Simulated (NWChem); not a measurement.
# Si2H5O cation

```xyz
8

Si     0.0035     1.6919    -0.0005
O      0.0286     0.1283    -0.0052
Si     0.0000    -1.6245    -0.0001
H     -1.3010     2.3811     0.0072
H      1.2877     2.4176    -0.0047
H      1.0739    -2.0048     0.9450
H     -1.3625    -1.9821     0.4549
H      0.2795    -1.9783    -1.4105
```
Atoms are numbered in this order, from 1.

Geometry: optimised at PBE0/def2-SVP.

Problem. Give the principal values of the shielding tensors (ppm) of Si1, O2, Si3 from Hartree-Fock/6-31G* (spherical d), GIAO (NWChem), with their diamagnetic and paramagnetic parts as GIAO splits them.

Solution. 
| atom | σ11 | σ22 | σ33 | isotropic | diamagnetic | paramagnetic |
|---|---|---|---|---|---|---|
| Si1 | 260.5 | 388.2 | 404.2 | 351.0 | 876.8 | -525.9 |
| O2 | 90.3 | 174.1 | 353.2 | 205.8 | 397.3 | -191.5 |
| Si3 | 424.7 | 426.6 | 483.3 | 444.9 | 876.8 | -431.9 |
